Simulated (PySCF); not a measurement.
## Removing an electron from Te(SiH3)2

Species: Te(SiH3)2.
Cartesian coordinates in Å at the PBE0-D3(BJ)/def2-SVP level; atoms count from 1:
```xyz
9
H6Si2Te angstrom
Te     0.0018   -0.0020   -1.8020
Si     1.7715    0.0029   -0.0295
H      1.7053   -1.2480    0.7838
H      1.5976    1.1760    0.8790
H      3.0882    0.0893   -0.7246
Si    -1.7715   -0.0021   -0.0330
H     -3.0845   -0.1366   -0.7274
H     -1.7386    1.2691    0.7503
H     -1.5699   -1.1487    0.9033
```

Level: CAM-B3LYP/def2-SVPD (PySCF). Frontier orbitals with their largest atomic shares (Löwdin; up to four atoms above 4 %):

```csv
orbital,ε (eV),main atoms
HOMO−3,-11.36,"Si2 22 %, Si6 22 %, H3 14 %, H8 14 %"
HOMO−2,-9.91,"Te1 41 %, Si2 20 %, Si6 20 %, H5 8 %"
HOMO−1,-9.50,"Te1 61 %, Si6 14 %, Si2 14 %"
HOMO,-7.64,?
LUMO,0.04,"Te1 54 %, Si2 14 %, Si6 14 %"
LUMO+1,0.23,"Te1 49 %, Si6 14 %, Si2 14 %, H7 5 %"
LUMO+2,1.02,"Si6 23 %, Si2 23 %, Te1 21 %, H8 6 %"
```

Problem. What vertical ionisation energy does ΔSCF give, and how far is −ε(HOMO) from it?

Solution. ΔSCF: 8.43 eV (813 kJ/mol; threshold wavelength 147 nm); ⟨S²⟩ of the doublet left behind is 0.753, against 0.75 for a pure doublet. −ε(HOMO) is 7.64 eV, 0.79 eV below it. For the exact functional −ε(HOMO) would equal the first vertical ionisation energy; CAM-B3LYP (range-separated hybrid) falls short of its own ΔSCF value by 9 %. Holes in the HOMO−1 and HOMO−2 were tried too where these lie within 1.2 eV of the HOMO; the lowest converged state counts.

Problem. On which atoms does the HOMO lie?

Solution. Te1 (tellurium bonded to 2 Si) 77 %, Si2 (silicon bonded to Te and 3 H) 9 %, Si6 (silicon bonded to Te and 3 H) 9 %, so more than half of it is on one atom. The HOMO−1 lies 1.86 eV lower.

Problem. With α = 102.0 au, estimate the like-pair dispersion coefficient by London's formula C6 = (3/4)α²I.

Solution. I = 0.3097 Eh, so C6 ≈ 2420 au, a rough estimate.

Problem. Shift the occupied levels rigidly so that −ε(HOMO) equals the ΔSCF value. What binding energies result?

Solution. The shift is +0.79 eV: HOMO 8.43, HOMO−1 10.29, HOMO−2 10.70, HOMO−3 12.15 eV. A rigid shift is only a rough guide to the deeper ionisations.

Problem. What total energies stand behind the ΔSCF value?

Solution. E(N) = -850.44685 Eh and E(N − 1) = -850.13719 Eh at the same geometry, 0.30966 Eh apart.

Problem. How many of the 10 lowest singlet excitations (vertical TDDFT, same level) lie below the ionisation energy?

Solution. All 10; they run from 4.29 to 6.76 eV.

Isolated species at its PBE0-D3(BJ)/def2-SVP geometry, gas phase. Atoms past krypton carry effective core potentials; spin–orbit coupling is left out.

The run behind these numbers computed excited states and ΔSCF ions as well. Time: 30 s of wall time. Hardware: x86-64 server, one thread, no GPU (shared host).
